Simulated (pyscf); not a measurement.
Structures and frequencies: ωB97X-D3(BJ)/def2-SVP in PySCF.

**Question.** For the elementary gas-phase step O=Cr(=O)=O + silanol (HO–SiH₃) -> O=Cr(=O)(OH)–O–SiH₃ (singlet surface; H–O broken, Cr–O, H–O formed), what barrier and reaction energy does ωB97M-D3(BJ)/def2-TZVP give, measured from the separated reactants?

**Answer.** ΔE‡ = -0.71 eV, ΔE = -2.63 eV. Zero-point energy shifts the barrier by -0.04 eV. It is an addition across a multiple bond or ene-type step, with an imaginary mode of 1786i cm⁻¹. On the reactant side the descent ends in an adduct with a Cr–O contact, 1.92 eV under the separated species and 1.07 eV under the saddle at ωB97X-D3(BJ)/def2-TZVP. At ωB97M-D3(BJ) the saddle lies under the separated reactants, which points to a path from their complex (located at ωB97X-D3(BJ) alone). What is counted as formed (Cr–O) is already present as a longer contact in the reactant adduct; forming that adduct is a step of its own. At ωB97X-D3(BJ) the barrier from the zero used here is -0.85 eV. One saddle was located; it need not be the lowest between these sides.
